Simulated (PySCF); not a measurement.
A series of derivatives of CO[SiH](F)OC

Parent skeleton `[CH3:1][O:2][SiH:3]([F:4])[O:5][CH3:6]`; one hydrogen on atom 3 is replaced by X. Hydrogens on one atom are averaged.

Non-relativistic Hamiltonian, fast rotation and ring inversion assumed for equivalent nuclei, a single conformation, isolated molecule. Geometry from GFN2-xTB; GIAO PBE0/pcSseg-1 shieldings; PySCF.

δ = σ(ref) − σ, references computed at the same level: ¹³C and ²⁹Si and ¹H against TMS; ¹⁷O against H2O; ¹⁹F against CFCl3.

Four derivatives gave (δ, ppm):
```tsv
compound	C1/C6	O2/O5	Si3	F4	H(C1)/H(C6)
1	54.4	32.4	-60.8	-157.8	3.98
2	52.6	30.9	-81.3	-159.7	4.17
3	53.2	29.1	-55.5	-170.8	3.95
4	54.0	15.2	-97.6	-172.1	3.96
```

Question: Their substituents are COO-, F, allyl, cPr. Which is which?

Answer: 1: X = allyl (C=CC[Si](F)(OC)OC); 2: X = COO- (CO[Si](F)(OC)C(=O)[O-]); 3: X = cPr (CO[Si](F)(OC)C1CC1); 4: X = F (CO[Si](F)(F)OC).

Unscaled 19F shifts against computed CFCl3 carry errors that often reach 10 to 50 ppm. Experimental scales use liquid or dissolved standards, which lie at an offset from isolated H2O (liquid H2O: subtract about 36 ppm).
